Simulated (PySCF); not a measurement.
## How methods differ on the ionisation energy of Kr

Kr [Kr] (1S) → Kr⁺ [Ar] 3d10 4s2 4p5 (2P), as a difference of total energies. Calculation: PySCF 2.14, in def2-QZVPPD (12s8p5d4f1g, 98 functions); the non-relativistic Hamiltonian (point nucleus). Correlated levels: valence: [Ar] 3d10 frozen. The calculations carry no spin-orbit coupling.

```csv
method,ionisation energy (eV),difference from reference (eV)
UHF,13.064,-1.158
MP2 (valence),14.132,-0.090
SCS-MP2 (valence),14.061,-0.161
CCSD (valence),14.030,-0.192
CCSD(T) (valence),14.081,-0.141
```

Reference: 14.222 eV (measured; NIST levels, between the centres of gravity of the two terms).

These non-relativistic numbers lack the scalar-relativistic shift.

Errors of the correlated levels include the incompleteness of this basis and the frozen core.
